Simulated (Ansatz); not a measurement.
The pair A = HCl (SMILES Cl) (first 2 atoms), B = CH6Si (SMILES C[SiH3]); geometry from B3LYP-D3(BJ)/def2-TZVP.
(charge 0, multiplicity 1):
```xyz
10

Cl    -0.561    -0.687    -0.500
H     -0.122    -0.270     0.636
C      0.331     0.797     5.066
Si    -0.219    -0.253     3.616
H      0.075     1.845     4.907
H      1.410     0.727     5.210
H     -0.156     0.466     5.986
H     -1.680    -0.149     3.395
H      0.139    -1.677     3.811
H      0.458     0.212     2.373
```

Cores are frozen in the correlated methods. MP2 and its Hartree–Fock in aug-cc-pV(T+d)Z are density fitted.

Programs: Ansatz (a quantum-chemistry and plane-wave program) with Gaussian orbitals. 

The counterpoise-corrected interaction energy is E(AB) − E(A in the pair's basis) − E(B in the pair's basis). Total energies (hartree):

```tsv
level	AB	A in the pair's basis	B in the pair's basis
HF/aug-cc-pV(D+d)Z	-790.3946802	-460.0947540	-330.3009480
CCSD(T)/aug-cc-pV(D+d)Z	-790.9053173	-460.2804786	-330.6233442
HF/aug-cc-pV(T+d)Z	-790.4336431	-460.1084287	-330.3262353
CCSD(T)/aug-cc-pV(T+d)Z	-791.0483321	-460.3460484	-330.7002920
```

Question: Work out the counterpoise-corrected interaction energy at the basis-set limit: extrapolate the CCSD(T) correlation part as X⁻³, take Hartree–Fock from the larger set.

Answer: 
1. Differences (1 hartree = 627.509 kcal/mol): HF/aug-cc-pV(D+d)Z 0.641; CCSD(T)/aug-cc-pV(D+d)Z -0.938; HF/aug-cc-pV(T+d)Z 0.641; CCSD(T)/aug-cc-pV(T+d)Z -1.250.
2. Correlation parts, CCSD(T) less HF: -1.579 in aug-cc-pV(D+d)Z (X = 2), -1.890 in aug-cc-pV(T+d)Z (X = 3).
3. Limit (3³·(-1.890) − 2³·(-1.579))/(3³ − 2³) = -2.022; with HF/aug-cc-pV(T+d)Z it gives -1.381.
Result: -1.38 kcal/mol, against -0.94 at CCSD(T)/aug-cc-pV(D+d)Z. It is an estimate of this method's limit, not of the exact value.
